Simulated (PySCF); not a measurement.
## Nuclear quadrupole coupling in `C#C[C@@H]1C[Si@H]1/C=C/OC`

C₇H₁₀OSi.
Atom-mapped SMILES: `[CH:1]#[C:2][C@@H:3]1[CH2:4][Si@H:5]1/[CH:6]=[CH:7]/[O:8][CH3:9]` (hydrogens: H10 on C1; H11 on C3; H12, H13 on C4; H14 on Si5; H15 on C6; H16 on C7; H17, H18, H19 on C9)

Structure used (PBE0-D3(BJ)/def2-SVP), in Å, numbered top down from 1:
```xyz
19
C7H10OSi angstrom
C      4.150    1.733   -0.680
C      3.156    1.246   -0.181
C      1.981    0.648    0.380
C      1.927   -0.896    0.542
Si     0.712   -0.244   -0.695
C     -1.076   -0.157   -0.277
C     -1.609   -0.946    0.678
O     -2.868   -0.975    1.116
C     -3.792   -0.089    0.537
H      5.029    2.169   -1.114
H      1.550    1.203    1.224
H      1.599   -1.254    1.524
H      2.810   -1.428    0.175
H      1.067   -0.351   -2.131
H     -1.710    0.562   -0.804
H     -1.009   -1.686    1.219
H     -4.755   -0.268    1.030
H     -3.897   -0.272   -0.546
H     -3.491    0.961    0.693
```

Field gradients from the PBE0/pcSseg-1 density (PySCF, non-relativistic), principal values in atomic units, ordered |Vxx| ≤ |Vyy| ≤ |Vzz|:

| atom | Vxx | Vyy | Vzz |
| --- | --- | --- | --- |
| O8 | -0.4554 | -1.3578 | 1.8132 |

Find the asymmetry η = (Vxx − Vyy)/Vzz and the couplings χ = eQV/h (234.96 MHz × Q in barn × V in au), with Q(17O) = −0.0256 b.

```json
{"atom": "O8", "environment": "ether oxygen", "nucleus": "17O", "η": "0.50", "χzz (MHz)": "-10.91", "χxx (MHz)": "2.74", "χyy (MHz)": "8.17"}
```

The tensor is traceless: Vxx + Vyy + Vzz = 0.

What is Vzz at O8 in SI units (1 au = 9.71736 × 10²¹ V/m²)?

1.8132 au = 17.619 × 10²¹ V/m².

What couplings would deuterons (Q(2H) = 0.00286 b) have in place of the hydrogens, at this geometry?

```csv
atom,bonded to,bond length (Å),Vzz (au),η,χzz (kHz)
H10,C1,1.073,0.3479,0.02,234
H11,C3,1.098,0.3004,0.11,202
H12,C4,1.095,0.3093,0.07,208
H13,C4,1.095,0.3065,0.08,206
H14,Si5,1.483,0.1480,0.06,99
H15,C6,1.095,0.3095,0.10,208
H16,C7,1.096,0.2902,0.09,195
H17,C9,1.097,0.2892,0.08,194
H18,C9,1.104,0.2756,0.08,185
H19,C9,1.104,0.2753,0.08,185
```

The structure is a single PBE0-D3(BJ)/def2-SVP conformer in the gas phase; no vibrational or solvent corrections. With so small a basis the couplings can be 20 % off.
